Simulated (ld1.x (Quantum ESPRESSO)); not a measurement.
# sulfur: TM pseudisation with PBE, scalar-relativistic reference atom.

sulfur, norm-conserving Troullier–Martins (Kleinman–Bylander form), made with ld1.x (Quantum ESPRESSO) 7.5 (PBE, scalar-relativistic). Core [Ne], reference 3s2 3p3.75 (charge +0.25). Waves: 3s (bound): rc 1.40 bohr; 3p (bound): rc 1.45 bohr. Local part: all-electron potential smoothed inside 1.40 bohr (lloc = -2). Core correction: Bessel-smoothed model core inside 1.40 bohr.

All-electron outer shells of the reference configuration (PBE, scalar-relativistic, ld1.x):

```csv
shell,level (eV),outermost node (bohr),outermost maximum (bohr)
2p,-159.21,–,0.33
3s,-19.69,0.60,1.40
3p,-9.30,0.58,1.59
```

Problem. Does the generator finish with these settings?

Solution. Yes, a potential is produced and its reference levels are reproduced.

Problem. Estimate the cutoffs (Ry, on a coarse ladder) from which the occupation-weighted sum of valence levels, in a spherical-Bessel basis at the reference potential, stays within 10 and 1 mRy of its value at 400 Ry.

Solution. 35 Ry and 60 Ry.

Problem. What does a ghost test show?

Solution. No extra level below or beside the all-electron valence levels (s, p, d, f tested).

Problem. Which valence shell sets the plane-wave cutoff?

Solution. 3s: its level needs 55 Ry to come within 1 mRy, against 25 Ry for 3p.

Problem. Tests: 3s2 3p4; 3s2 3p3; 3s2 3p2; 3s0 3p6; 3s2 3p4.3; 3s2 3p0; 3s2 3p3.5. Which has the largest error in its energy relative to the reference configuration, and how large is it?

Solution. 3s2 3p0, with +173 meV (all-electron minus pseudo) on +112.85 eV.
